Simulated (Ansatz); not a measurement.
Ansatz (a quantum-chemistry and plane-wave program) input (B3LYP-D3(BJ)/def2-TZVP):

Ansatz 0.2 input:
```yaml
crystal:
  periodic: [false, false, false]
  atoms:
    - {symbol: Cl, position_ang: [1.80969569, 0.20681023, -0.06841013]}
    - {symbol: C, position_ang: [0.58736996, -0.91028273, -0.03211358]}
    - {symbol: C, position_ang: [-0.71795300, -0.91441135, 0.01870081]}
    - {symbol: Cl, position_ang: [-1.68728524, 0.54456140, 0.07125901]}
    - {symbol: H, position_ang: [-1.29747925, -1.82515317, 0.03204563]}
basis:
  gaussian:
    orbitals: def2-TZVP
hamiltonian:
  xc: b3lyp
  dispersion: d3bj
magnetization: {spin_polarized: true, initial_magnetization: 1}
phonons: {temperatures: {t_min: 298.15, t_max: 298.15, t_step: 100}}
```

Output:

```
Functional definition: B3LYP
integrals: 0.06 GiB planned
930 factors; their error is unknown
mean field: 0.75 GiB planned
mean field evaluation 1: about -27128.0557 eV, gradient 3.8e1 eV
mean field evaluation 2: about -27116.2819 eV, gradient 5.9e1 eV
mean field evaluation 4: about -27134.9148 eV, gradient 3.1e0 eV
mean field evaluation 8: about -27134.9621 eV, gradient 1.9e-1 eV
mean field evaluation 16: about -27135.0222 eV, gradient 1.2e-3 eV
mean field -27135.02221837 eV, -997.1936737466 hartree, gradient 1.3e-5 eV, S^2 0.760048; 0 other end points of the search recorded, 0 dependent functions left out
the calculation of the forces begins
reference -27135.02245844 eV, -997.1936825688 hartree; 24, 23 occupied and 118, 119 virtual orbitals, 930 factors
these checks for a lower state are left out or cut short: stability, starts, cluster_reference, orbital_swaps, neighbouring_geometries, increment
integrals: 0.06 GiB planned
930 factors; their error is unknown
mean field: 0.75 GiB planned
mean field -27135.02227131 eV, -997.1936756919 hartree, gradient 2.5e-6 eV, S^2 0.760057; 0 other end points of the search recorded, 0 dependent functions left out
the calculation of the forces begins
reference -27135.02251143 eV, -997.1936845163 hartree; 24, 23 occupied and 118, 119 virtual orbitals, 930 factors
these checks for a lower state are left out or cut short: stability, starts, cluster_reference, orbital_swaps, neighbouring_geometries, increment
integrals: 0.06 GiB planned
930 factors; their error is unknown
mean field: 0.75 GiB planned
mean field evaluation 32: about -27135.0220 eV, gradient 1.0e-1 eV
mean field -27135.02205847 eV, -997.1936678703 hartree, gradient 2.1e-6 eV, S^2 0.760038; 0 other end points of the search recorded, 0 dependent functions left out
the calculation of the forces begins
reference -27135.02229847 eV, -997.1936766902 hartree; 24, 23 occupied and 118, 119 virtual orbitals, 930 factors
these checks for a lower state are left out or cut short: stability, starts, cluster_reference, orbital_swaps, neighbouring_geometries, increment
integrals: 0.06 GiB planned
930 factors; their error is unknown
mean field: 0.75 GiB planned
mean field -27135.02220699 eV, -997.1936733283 hartree, gradient 2.3e-6 eV, S^2 0.760057; 0 other end points of the search recorded, 0 dependent functions left out
the calculation of the forces begins
reference -27135.02244706 eV, -997.1936821508 hartree; 24, 23 occupied and 118, 119 virtual orbitals, 930 factors
these checks for a lower state are left out or cut short: stability, starts, cluster_reference, orbital_swaps, neighbouring_geometries, increment
integrals: 0.06 GiB planned
930 factors; their error is unknown
mean field: 0.75 GiB planned
mean field -27135.02218997 eV, -997.1936727028 hartree, gradient 2.9e-6 eV, S^2 0.760038; 0 other end points of the search recorded, 0 dependent functions left out
the calculation of the forces begins
reference -27135.02243003 eV, -997.1936815247 hartree; 24, 23 occupied and 118, 119 virtual orbitals, 930 factors
these checks for a lower state are left out or cut short: stability, starts, cluster_reference, orbital_swaps, neighbouring_geometries, increment
integrals: 0.06 GiB planned
930 factors; their error is unknown
mean field: 0.75 GiB planned
mean field -27135.02200397 eV, -997.1936658673 hartree, gradient 2.9e-6 eV, S^2 0.760145; 0 other end points of the search recorded, 0 dependent functions left out
the calculation of the forces begins
reference -27135.02224402 eV, -997.1936746891 hartree; 24, 23 occupied and 118, 119 virtual orbitals, 930 factors
these checks for a lower state are left out or cut short: stability, starts, cluster_reference, orbital_swaps, neighbouring_geometries, increment
integrals: 0.06 GiB planned
930 factors; their error is unknown
mean field: 0.75 GiB planned
mean field evaluation 64: about -27135.0220 eV, gradient 2.0e-6 eV
mean field -27135.02196730 eV, -997.1936645199 hartree, gradient 2.0e-6 eV, S^2 0.759952; 0 other end points of the search recorded, 0 dependent functions left out
the calculation of the forces begins
reference -27135.02220738 eV, -997.1936733426 hartree; 24, 23 occupied and 118, 119 virtual orbitals, 930 factors
these checks for a lower state are left out or cut short: stability, starts, cluster_reference, orbital_swaps, neighbouring_geometries, increment
integrals: 0.06 GiB planned
930 factors; their error is unknown
mean field: 0.75 GiB planned
mean field -27135.02217552 eV, -997.1936721716 hartree, gradient 2.5e-6 eV, S^2 0.760036; 0 other end points of the search recorded, 0 dependent functions left out
the calculation of the forces begins
reference -27135.02241558 eV, -997.1936809938 hartree; 24, 23 occupied and 118, 119 virtual orbitals, 930 factors
these checks for a lower state are left out or cut short: stability, starts, cluster_reference, orbital_swaps, neighbouring_geometries, increment
integrals: 0.06 GiB planned
930 factors; their error is unknown
mean field: 0.75 GiB planned
mean field -27135.02219214 eV, -997.1936727826 hartree, gradient 2.8e-6 eV, S^2 0.760059; 0 other end points of the search recorded, 0 dependent functions left out
the calculation of the forces begins
reference -27135.02243221 eV, -997.1936816048 hartree; 24, 23 occupied and 118, 119 virtual orbitals, 930 factors
these checks for a lower state are left out or cut short: stability, starts, cluster_reference, orbital_swaps, neighbouring_geometries, increment
integrals: 0.06 GiB planned
930 factors; their error is unknown
mean field: 0.75 GiB planned
mean field -27135.02196589 eV, -997.1936644680 hartree, gradient 2.6e-6 eV, S^2 0.759947; 0 other end points of the search recorded, 0 dependent functions left out
the calculation of the forces begins
reference -27135.02220596 eV, -997.1936732905 hartree; 24, 23 occupied and 118, 119 virtual orbitals, 930 factors
these checks for a lower state are left out or cut short: stability, starts, cluster_reference, orbital_swaps, neighbouring_geometries, increment
integrals: 0.06 GiB planned
930 factors; their error is unknown
mean field: 0.75 GiB planned
mean field -27135.02200634 eV, -997.1936659546 hartree, gradient 2.8e-6 eV, S^2 0.760150; 0 other end points of the search recorded, 0 dependent functions left out
the calculation of the forces begins
reference -27135.02224640 eV, -997.1936747765 hartree; 24, 23 occupied and 118, 119 virtual orbitals, 930 factors
these checks for a lower state are left out or cut short: stability, starts, cluster_reference, orbital_swaps, neighbouring_geometries, increment
integrals: 0.06 GiB planned
930 factors; their error is unknown
mean field: 0.75 GiB planned
mean field evaluation 96: about -27134.9624 eV, gradient 2.3e-1 eV
mean field -27135.02213566 eV, -997.1936707069 hartree, gradient 2.8e-6 eV, S^2 0.760047; 0 other end points of the search recorded, 0 dependent functions left out
the calculation of the forces begins
reference -27135.02237575 eV, -997.1936795300 hartree; 24, 23 occupied and 118, 119 virtual orbitals, 930 factors
these checks for a lower state are left out or cut short: stability, starts, cluster_reference, orbital_swaps, neighbouring_geometries, increment
integrals: 0.06 GiB planned
930 factors; their error is unknown
mean field: 0.75 GiB planned
mean field -27135.02214796 eV, -997.1936711588 hartree, gradient 2.4e-6 eV, S^2 0.760048; 0 other end points of the search recorded, 0 dependent functions left out
the calculation of the forces begins
reference -27135.02238800 eV, -997.1936799801 hartree; 24, 23 occupied and 118, 119 virtual orbitals, 930 factors
these checks for a lower state are left out or cut short: stability, starts, cluster_reference, orbital_swaps, neighbouring_geometries, increment
integrals: 0.06 GiB planned
930 factors; their error is unknown
mean field: 0.75 GiB planned
mean field -27135.02210183 eV, -997.1936694635 hartree, gradient 1.6e-6 eV, S^2 0.760046; 0 other end points of the search recorded, 0 dependent functions left out
the calculation of the forces begins
reference -27135.02234186 eV, -997.1936782845 hartree; 24, 23 occupied and 118, 119 virtual orbitals, 930 factors
these checks for a lower state are left out or cut short: stability, starts, cluster_reference, orbital_swaps, neighbouring_geometries, increment
integrals: 0.06 GiB planned
930 factors; their error is unknown
mean field: 0.75 GiB planned
mean field -27135.02228340 eV, -997.1936761361 hartree, gradient 2.2e-6 eV, S^2 0.760049; 0 other end points of the search recorded, 0 dependent functions left out
the calculation of the forces begins
reference -27135.02252349 eV, -997.1936849595 hartree; 24, 23 occupied and 118, 119 virtual orbitals, 930 factors
these checks for a lower state are left out or cut short: stability, starts, cluster_reference, orbital_swaps, neighbouring_geometries, increment
integrals: 0.06 GiB planned
930 factors; their error is unknown
mean field: 0.75 GiB planned
mean field evaluation 128: about -27135.0222 eV, gradient 2.0e-6 eV
mean field -27135.02221477 eV, -997.1936736142 hartree, gradient 2.0e-6 eV, S^2 0.760049; 0 other end points of the search recorded, 0 dependent functions left out
the calculation of the forces begins
reference -27135.02245485 eV, -997.1936824367 hartree; 24, 23 occupied and 118, 119 virtual orbitals, 930 factors
these checks for a lower state are left out or cut short: stability, starts, cluster_reference, orbital_swaps, neighbouring_geometries, increment
integrals: 0.06 GiB planned
930 factors; their error is unknown
mean field: 0.75 GiB planned
mean field -27135.02217508 eV, -997.1936721557 hartree, gradient 2.9e-6 eV, S^2 0.760046; 0 other end points of the search recorded, 0 dependent functions left out
the calculation of the forces begins
reference -27135.02241514 eV, -997.1936809775 hartree; 24, 23 occupied and 118, 119 virtual orbitals, 930 factors
these checks for a lower state are left out or cut short: stability, starts, cluster_reference, orbital_swaps, neighbouring_geometries, increment
integrals: 0.06 GiB planned
930 factors; their error is unknown
mean field: 0.75 GiB planned
mean field -27135.02215982 eV, -997.1936715949 hartree, gradient 2.0e-6 eV, S^2 0.760045; 0 other end points of the search recorded, 0 dependent functions left out
the calculation of the forces begins
reference -27135.02239986 eV, -997.1936804162 hartree; 24, 23 occupied and 118, 119 virtual orbitals, 930 factors
these checks for a lower state are left out or cut short: stability, starts, cluster_reference, orbital_swaps, neighbouring_geometries, increment
integrals: 0.06 GiB planned
930 factors; their error is unknown
mean field: 0.75 GiB planned
mean field -27135.02218716 eV, -997.1936725996 hartree, gradient 2.1e-6 eV, S^2 0.760050; 0 other end points of the search recorded, 0 dependent functions left out
the calculation of the forces begins
reference -27135.02242725 eV, -997.1936814227 hartree; 24, 23 occupied and 118, 119 virtual orbitals, 930 factors
these checks for a lower state are left out or cut short: stability, starts, cluster_reference, orbital_swaps, neighbouring_geometries, increment
integrals: 0.06 GiB planned
930 factors; their error is unknown
mean field: 0.75 GiB planned
mean field -27135.02216099 eV, -997.1936716376 hartree, gradient 2.2e-6 eV, S^2 0.760048; 0 other end points of the search recorded, 0 dependent functions left out
the calculation of the forces begins
reference -27135.02240101 eV, -997.1936804583 hartree; 24, 23 occupied and 118, 119 virtual orbitals, 930 factors
these checks for a lower state are left out or cut short: stability, starts, cluster_reference, orbital_swaps, neighbouring_geometries, increment
integrals: 0.06 GiB planned
930 factors; their error is unknown
mean field: 0.75 GiB planned
mean field evaluation 160: about -27135.0222 eV, gradient 2.9e-6 eV
mean field -27135.02218879 eV, -997.1936726593 hartree, gradient 2.9e-6 eV, S^2 0.760047; 0 other end points of the search recorded, 0 dependent functions left out
the calculation of the forces begins
reference -27135.02242889 eV, -997.1936814831 hartree; 24, 23 occupied and 118, 119 virtual orbitals, 930 factors
Total energy: -27135.24642642 eV, -997.2019132402 hartree
Atom 0 at     1.809696     0.206810    -0.068410 Å, force     0.000598     0.000081    -0.000022 eV/Å
Atom 1 at     0.587370    -0.910283    -0.032114 Å, force    -0.000846    -0.000216     0.000031 eV/Å
Atom 2 at    -0.717953    -0.914411     0.018701 Å, force     0.000445     0.001232    -0.000005 eV/Å
Atom 3 at    -1.687285     0.544561     0.071259 Å, force    -0.000119    -0.000013     0.000005 eV/Å
Atom 4 at    -1.297479    -1.825153     0.032046 Å, force    -0.000078    -0.001085    -0.000008 eV/Å
Dipole moment:     0.067133    -0.133730    -0.003971 e Å
Vibrations: 135.38 372.96 560.72 679.91 751.29 772.00 1225.08 1685.58 3215.16 cm⁻¹, zero-point energy 0.582607 eV
```

It need not be the lowest isomer of its formula.
